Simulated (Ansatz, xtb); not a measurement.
Two isomers of C5H10Ge

Structure X is `C/C=C/C=[CH]/[GeH3]`, a singlet and structure Y is `C=C/C(C)=[CH]/[GeH3]`, a singlet. Both are isolated molecules in the gas phase, relaxed with B3LYP-D3(BJ)/def2-SVP; the shapes shown needn't be the lowest conformers.

X (Å):

```yaml
atoms:
  - { symbol: C, position_ang: [0.1165, 3.0609, -0.2859] }
  - { symbol: C, position_ang: [0.7182, 1.9186, 0.4685] }
  - { symbol: C, position_ang: [0.1472, 0.7122, 0.6441] }
  - { symbol: C, position_ang: [0.7627, -0.3784, 1.3861] }
  - { symbol: C, position_ang: [0.2095, -1.5941, 1.5750] }
  - { symbol: Ge, position_ang: [1.0688, -3.0200, 2.5739] }
  - { symbol: H, position_ang: [-0.8722, 2.8045, -0.6957] }
  - { symbol: H, position_ang: [0.7662, 3.3718, -1.1233] }
  - { symbol: H, position_ang: [0.0015, 3.9489, 0.3608] }
  - { symbol: H, position_ang: [1.7082, 2.0916, 0.9111] }
  - { symbol: H, position_ang: [-0.8418, 0.5178, 0.2101] }
  - { symbol: H, position_ang: [1.7519, -0.1632, 1.8120] }
  - { symbol: H, position_ang: [-0.7799, -1.7878, 1.1405] }
  - { symbol: H, position_ang: [2.4344, -2.5127, 3.0829] }
  - { symbol: H, position_ang: [0.2024, -3.4506, 3.7791] }
  - { symbol: H, position_ang: [1.2858, -4.2655, 1.6851] }
```

Y (Å):

```yaml
atoms:
  - { symbol: C, position_ang: [-0.8724, 1.9055, -0.4716] }
  - { symbol: C, position_ang: [-0.8835, 0.7932, 0.2800] }
  - { symbol: C, position_ang: [0.2752, 0.1938, 0.9585] }
  - { symbol: C, position_ang: [1.6082, 0.8790, 0.8030] }
  - { symbol: C, position_ang: [0.1062, -0.9340, 1.6878] }
  - { symbol: Ge, position_ang: [1.4813, -1.9004, 2.6735] }
  - { symbol: H, position_ang: [-1.7870, 2.2784, -0.9390] }
  - { symbol: H, position_ang: [0.0386, 2.4824, -0.6494] }
  - { symbol: H, position_ang: [-1.8313, 0.2609, 0.4188] }
  - { symbol: H, position_ang: [1.8985, 0.9362, -0.2591] }
  - { symbol: H, position_ang: [2.4099, 0.3585, 1.3439] }
  - { symbol: H, position_ang: [1.5635, 1.9146, 1.1789] }
  - { symbol: H, position_ang: [-0.9052, -1.3555, 1.7363] }
  - { symbol: H, position_ang: [2.6185, -2.3785, 1.7432] }
  - { symbol: H, position_ang: [2.1123, -1.0197, 3.7752] }
  - { symbol: H, position_ang: [0.8291, -3.1316, 3.3348] }
```

Problem. Which of the two would you expect CCSD(T)/def2-SVP + ΔMP2/def2-TZVPP electronic energies to favour?

Solution. CCSD(T)/def2-SVP + ΔMP2/def2-TZVPP gives E(Y) − E(X) = +0.017 eV, slightly favouring structure X, which is too small a margin to settle the true order.

How the difference moves with the method:

| level | geometry | E(Y) − E(X) (eV) | departure from the last row (eV) | job, with rough time for the two |
| --- | --- | --- | --- | --- |
| GFN2-xTB | GFN2-xTB | −0.031 | −0.048 | optimisation, 0.73 s |
| HF/STO-3G | GFN2-xTB | +0.062 | +0.045 | single point, 2.2 s |
| r2SCAN-D4/def2-SVP | GFN2-xTB | −0.057 | −0.074 | single point, 12 s |
| B3LYP-D3(BJ)/def2-SVP | B3LYP-D3(BJ)/def2-SVP | +0.070 | +0.054 | optimisation, 5 min |
| HF/def2-SVP | B3LYP-D3(BJ)/def2-SVP | +0.149 | +0.133 | part of the CCSD(T) run |
| MP2/def2-SVP | B3LYP-D3(BJ)/def2-SVP | +0.053 | +0.037 | part of the CCSD(T) run |
| CCSD(T)/def2-SVP | B3LYP-D3(BJ)/def2-SVP | +0.053 | +0.037 | single point |
| CCSD(T)/def2-SVP + ΔMP2/def2-TZVPP | B3LYP-D3(BJ)/def2-SVP | +0.017 |  | single point, 5.1 min |

As drawn, both hold the same kinds of bond in the same numbers.

The largest departure from CCSD(T)/def2-SVP + ΔMP2/def2-TZVPP is that of HF/def2-SVP, 0.133 eV. The last row adds to CCSD(T) the change of the MP2 difference between the two basis sets, here −0.037 eV.

With thermal terms from frequencies at re-optimised GFN2-xTB minima (ideal gas, soft modes damped towards free rotors, one conformer each, 298.15 K, 1 atm): the zero-point term adds +0.006 eV; ΔH is +0.015 and ΔG +0.041 eV.

The correlated steps freeze 14 core orbitals; the filled d shell of Ge is correlated, in a basis made for valence electrons. Codes used: Ansatz 0.2.0, xtb 6.7.1; the last row on 2 threads of Intel(R) Xeon(R) Processor @ 2.50GHz (Skylake/Cascade Lake) on a shared host.
